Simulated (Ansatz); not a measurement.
`C[CH2][Al]([Cl])[Br]` + `[OH][In]([SH])[SH]` → `C[O][In]([SH])[SH]` + `[CH3][Al]([Cl])[Br]`  (substitution at a C–C bond)

Program: Ansatz. Geometries: PBE0-D4/def2-TZVP. ΔE: electronic, gas phase. CBS: MP2 limit from def2 TZ/QZ plus the TZ coupled-cluster correction, frozen cores. Functionals use def2-TZVPP. Elements past krypton have def2 core potentials. For Br, In outer-core shells are correlated without core-valence functions, which leaves a few kJ/mol of doubt a bond. Scalar relativity is left out up to krypton. One conformer a species, not always the lowest.

```
             level  ΔE (kJ/mol)  difference from CCSD(T)/CBS
       LDA (SPW92)         43.6                         -2.3
            B97M-V         39.5                         -6.4
           PBE0-D4         45.0                         -0.9
           ωB97X-V         42.0                         -3.9
            B2PLYP         42.0                         -3.9
            r2SCAN         41.1                         -4.8
              PBE0         44.7                         -1.2
         CAM-B3LYP         39.8                         -6.1
       HF/def2-SVP         29.5                        -16.4
      MP2/def2-SVP         43.3                         -2.6
     CCSD/def2-SVP         37.6                         -8.3
  CCSD(T)/def2-SVP         37.5                         -8.4
SCS-MP2/def2-TZVPP         45.7                         -0.2
   CCSD/def2-TZVPP         44.4                         -1.5
SCS-MP2/def2-QZVPP         46.7                          0.8
    CCSD/CBS(def2)         45.9                          0.0
       CCSD(T)/CBS         45.9                            0
```

Largest T1 diagnostic among the species: 0.015.

In def2-TZVPP, CCSD(T) changes the Hartree–Fock value by +7.1 kJ/mol (the triples alone add −0.1 kJ/mol) and MP2 by +12.2 kJ/mol. Leaving LDA and LC-ωPBE aside and taking each functional with its dispersion term where it has one, the values, not all of them listed here, spread over 9.7 kJ/mol, from BLYP-D4 to PBE-QIDH. At CCSD(T), def2-SVP lies −8.4 kJ/mol from the extrapolated value and def2-TZVPP −1.6 kJ/mol.
